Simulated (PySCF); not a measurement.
First hyperpolarisability: 3-(methylthio)thiophene, C5H6S2

Geometry:
| atom | x (Å) | y (Å) | z (Å) |
| --- | --- | --- | --- |
| C1 | 2.420 | -0.063 | -0.019 |
| S2 | 1.219 | 1.198 | -0.464 |
| C3 | -0.293 | 0.370 | -0.134 |
| C4 | -1.542 | 1.033 | -0.359 |
| C5 | -2.614 | 0.243 | -0.050 |
| S6 | -2.130 | -1.303 | 0.514 |
| C7 | -0.463 | -0.909 | 0.341 |
| H8 | 2.311 | -0.960 | -0.646 |
| H9 | 2.339 | -0.336 | 1.044 |
| H10 | 3.410 | 0.378 | -0.198 |
| H11 | -1.627 | 2.053 | -0.735 |
| H12 | -3.671 | 0.494 | -0.126 |
| H13 | 0.296 | -1.643 | 0.601 |

Computed with PySCF, quadratic response CAM-B3LYP/aug-cc-pVDZ first hyperpolarisability, Taylor convention, gas phase. Geometry: PBE0-D3(BJ)/def2-SVP.

(1) Give β for the processes computed.

(2) Which lowest excitations, dipole and polarisabilities go with it?

Answers

(1) In au, Taylor convention; the vector part is βᵢ = ⅓ Σⱼ (βᵢⱼⱼ + βⱼᵢⱼ + βⱼⱼᵢ); β∥ is 3/5 of the vector part along the dipole, the dipole points from − to +:
```csv
process,λ (nm),β vector norm,β∥,β HRS,depolarisation ratio
"static β(0;0,0)",∞,219.7,27.3,96.5,4.18
"second harmonic β(−2ω;ω,ω)",1907,237.6,28.4,104.1,4.26
"Pockels β(−ω;ω,0)",1907,225.4,27.6,–,–
"second harmonic β(−2ω;ω,ω)",1064,287.4,31.0,125.0,4.44
"Pockels β(−ω;ω,0)",1064,239.0,28.5,–,–
```

(2) S1 4.98 eV (f = 0.000); S2 5.05 eV (f = 0.105); S3 5.45 eV (f = 0.008); dipole 0.95 D; isotropic α 99.0 au static, 99.3 au at 1907 nm, 100.2 au at 1064 nm, 100.5 au at 953.5 nm, 104.3 au at 532 nm.
